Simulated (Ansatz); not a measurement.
Energy difference R1 → P1, each structure at its B3LYP-D3(BJ)/def2-TZVP stationary point, reached from a drawn start; harmonic modes at that level show minima.
R1, C2H2F2 (SMILES F/C=C\F) (charge 0, multiplicity 1):
```xyz
6

F      1.414     1.012    -0.038
C      0.658    -0.094    -0.007
C     -0.662    -0.054     0.010
F     -1.350     1.096    -0.004
H      1.216    -1.018     0.004
H     -1.275    -0.942     0.034
```
P1, C2H2F2 (SMILES F/C=C/F) (charge 0, multiplicity 1):
```tsv
atom	x (Å)	y (Å)	z (Å)
F	1.6235	-0.7089	0.0180
C	0.6297	0.1972	-0.0110
C	-0.6297	-0.1972	0.0110
F	-1.6235	0.7089	-0.0180
H	0.9621	1.2246	-0.0521
H	-0.9621	-1.2246	0.0521
```

P less R. No zero-point or thermal terms.

Frozen-core correlation throughout.

Codes used: Ansatz (Gaussian orbitals). Each number belongs to the level named beside it.

The comparison value is 3.4 kJ/mol (CCSD(T)/cc-pVQZ). It is a level with limits of its own, not the exact answer.

Task: Order these levels by how close they come to the comparison value for the reaction energy, closest first: MP2/cc-pVDZ, CCSD/cc-pVDZ, SVWN5/def2-TZVPP. Give each level's value less the comparison value.

Result: SVWN5/def2-TZVPP (0.5 kJ/mol), MP2/cc-pVDZ (-3.1 kJ/mol), CCSD/cc-pVDZ (-3.8 kJ/mol)

Ansatz is an electronic-structure program.
